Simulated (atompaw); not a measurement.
**How hard is this samarium (Sm) PAW (atompaw) potential?**

Sm, PAW, made with atompaw 4.2.0.5 (PBE, scalar-relativistic). Core [Xe], reference 4f6 5d0 6s2 6p0. Waves: 6s (bound): rc 3.00 bohr; 6s channel at 0.1 Ry: rc 3.00 bohr; 6p (bound, empty): rc 3.00 bohr; 6p channel at 4.1 Ry: rc 3.00 bohr; 5d (bound, empty): rc 3.00 bohr; 5d channel at 0.8 Ry: rc 2.45 bohr; 4f (bound): rc 1.50 bohr; 4f channel at 1.05 Ry: rc 1.50 bohr. Local part: troulliermartins scheme with l = 4 at 1 Ry, radius 2.05 bohr. Core correction: smooth core density matched at 1.65 bohr. Augmentation charge: besselshape compensation charge, radius 2.15 bohr; PAW radius 3.00 bohr; waves and projectors: custom polynom vanderbiltortho.

The pseudo-atom Hamiltonian at the reference potential is diagonalised in spherical Bessel functions j_l(qr) that vanish at 20 bohr, with q² up to the cutoff. All-electron valence levels (Ry): 6s -0.2633, 6p -0.0888, 5d -0.1237, 4f -0.1817.

Q: How do the lowest levels (Ry) of each channel move with the cutoff, and are there ghosts?

A:

| cutoff (Ry) | s #1 | s #2 | s #3 | p #1 | p #2 | p #3 | d #1 | f #1 | f #2 | Σ f·Δε (mRy) |
| --- | --- | --- | --- | --- | --- | --- | --- | --- | --- | --- |
| 8 | -3.5485 | -0.2632 | 0.0013 | -1.7401 | -0.0886 | 0.0466 | -0.1220 | 0.0911 | 0.2000 | 1636.7 |
| 12 | -3.5591 | -0.2633 | 0.0012 | -2.0540 | -0.0887 | 0.0466 | -0.1234 | 0.0911 | 0.1999 | 1636.4 |
| 18 | -3.5632 | -0.2633 | 0.0012 | -2.1132 | -0.0887 | 0.0466 | -0.1236 | 0.0911 | 0.1998 | 1636.3 |
| 30 | -3.5643 | -0.2633 | 0.0012 | -2.1328 | -0.0887 | 0.0466 | -0.1237 | 0.0908 | 0.1961 | 1635.0 |
| 40 | -3.5643 | -0.2633 | 0.0012 | -2.1333 | -0.0887 | 0.0466 | -0.1237 | -0.1176 | 0.0913 | 384.5 |
| 50 | -3.5643 | -0.2633 | 0.0012 | -2.1333 | -0.0887 | 0.0466 | -0.1237 | -0.1753 | 0.0913 | 38.0 |
| 60 | -3.5643 | -0.2633 | 0.0012 | -2.1333 | -0.0887 | 0.0466 | -0.1237 | -0.1775 | 0.0913 | 25.0 |
| 80 | -3.5643 | -0.2633 | 0.0012 | -2.1333 | -0.0887 | 0.0466 | -0.1237 | -0.1803 | 0.0913 | 8.2 |
| 110 | -3.5643 | -0.2633 | 0.0012 | -2.1333 | -0.0887 | 0.0466 | -0.1237 | -0.1814 | 0.0913 | 1.8 |
| 140 | -3.5643 | -0.2633 | 0.0012 | -2.1333 | -0.0887 | 0.0466 | -0.1237 | -0.1816 | 0.0913 | 0.4 |
| 180 | -3.5643 | -0.2633 | 0.0012 | -2.1333 | -0.0887 | 0.0466 | -0.1237 | -0.1816 | 0.0913 | 0.2 |
| 400 | -3.5643 | -0.2633 | 0.0012 | -2.1333 | -0.0887 | 0.0466 | -0.1237 | -0.1817 | 0.0913 | 0.0 |

Result: ghost states, extra bound levels that the all-electron valence spectrum of the same l lacks: s at -48.5 eV, p at -29.0 eV (a true bound ghost makes a file unfit for plane-wave use); 10 mRy is reached at 80 Ry and 1 mRy at 140 Ry.
